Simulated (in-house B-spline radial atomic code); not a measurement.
How numerical settings move a run on O²⁺, [He] 2s2 2p2. Computed with an all-electron radial atomic-structure program (B-spline basis): non-relativistic PBE0, spherical fractional occupations, point nucleus.

Command:
```bash
python run_scf.py task.json out
```
Settings of the sound reference run:
```
Z                8
electrons        6
configuration    [He] 2s2 2p2
hamiltonian      nr
method           pbe0
spin_polarised   False
knot_spacing     0.22
spline_order     8
gauss_points     12
box_radius       22.22
max_iterations   70
damping          0.5
damped_steps     3
diis_vectors     10
tolerance        1e-08
start            Thomas-Fermi
```

Run time, properties included: 0.24 s on 1 thread of Arm Neoverse N1, with other jobs on the host.

It converges in 8 iterations to -72.988659 hartree, with 2p at -42.5817 eV. The other runs change the listed settings, some to values that make no sense; their results aren't properties of the atom or ion. Radii are in bohr (the nuclear one in fm), a minus after a letter asks for a j subshell, and «unchanged» means within 1e-8 hartree. The run stops when the residual is below 10 × tolerance × max(1, Z/10), or a noise floor if that is larger, and the energy moves by less than 1e-8 × √|E| hartree; so very loose and very tight tolerances often act alike.

```tsv
changed settings	outcome
box_radius = 44.44, max_iterations = 50, diis_vectors = 0	converged in 19 iterations, energy unchanged, 2p level -1.3e-06 eV
damping = 0	converged in 8 iterations, energy unchanged, 2p level -9.3e-07 eV
spline_order = 7, gauss_points = 16, box_radius = 1.33, max_iterations = 75, damped_steps = 1	converged in 5 iterations, energy +5.35e+00 hartree from the reference, 2p level +5.4e+01 eV (the program warns: 2p has a positive eigenvalue: unbound, held by the box; 1s reaches the box edge)
max_iterations = 12	converged in 8 iterations, energy unchanged
electrons = 11, configuration = [He] 2s2 2p7, max_iterations = 60	stopped with error: shell 2p holds at most 6 electrons
electrons = 7, configuration = [He] 2s2 2p2 3p-1, max_iterations = 100	stopped with error: j subshells need the Dirac Hamiltonian and l > 0
max_iterations = 5	not converged after 5 iterations, last residual 2.5e-03, last energy +1.99e-04 hartree from the reference
max_iterations = 2	not converged after 2 iterations, last residual 5.8e-02, last energy +1.18e-01 hartree from the reference
box_radius = 11.11, max_iterations = 100, diis_vectors = 1	converged in 14 iterations, energy unchanged, 2p level +3.0e-06 eV
max_iterations = 75, damping = 0, damped_steps = 1, tolerance = 0.0001, start = bare nucleus	converged in 7 iterations, energy unchanged, 2p level +1.1e-06 eV
damping = 0.8	converged in 9 iterations, energy unchanged, 2p level -2.0e-06 eV
damped_steps = 1	converged in 7 iterations, energy unchanged, 2p level -1.8e-06 eV
```

Question: What happens with damped_steps = 0?

Answer: Converged in 7 iterations, energy unchanged, 2p level -1.4e-06 eV.

Question: What happens with hamiltonian = dirac, method = hf, spin_polarised = True, nucleus = fermi, rms_radius = 2.6991, mass_number = 16, atomic_mass = 15.99491, speed_of_light = 137.036?

Answer: Stopped with error: spin polarisation is not served with the Dirac Hamiltonian.

Question: What happens with damping = 0.2?

Answer: Converged in 8 iterations, energy unchanged, 2p level -2.2e-06 eV.

Question: What happens with damped_steps = 8?

Answer: Converged in 12 iterations, energy unchanged, 2p level -2.6e-06 eV.
